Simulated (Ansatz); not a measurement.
`O[BH][GaH2]` at its PBE0-D4/def2-TZVP geometry, where that method's forces vanish. The species carries charge 0 and has multiplicity 1.

```xyz
7

O    -0.9054    1.1869   -0.8437
B    -0.7220    0.1748    0.0375
Ga    1.1967   -0.6482    0.2681
H    -1.8127    1.5042   -0.8868
H    -1.6793   -0.2194    0.6631
H     1.6973   -1.8832   -0.5781
H     2.2255   -0.1150    1.3400
```

Question: What forces (eV/Å) does r2SCAN-D4/def2-TZVPP give on these atoms in Ansatz 0.2.0? (Estimate.)

Answer: The calculation gave: 
```
O1   0.011  0.130 -0.123
B2   0.093 -0.177  0.137
Ga3 -0.001  0.006 -0.005
H4  -0.031  0.009  0.000
H5   0.014 -0.002 -0.002
H6  -0.022  0.090  0.076
H7  -0.066 -0.056 -0.083
```
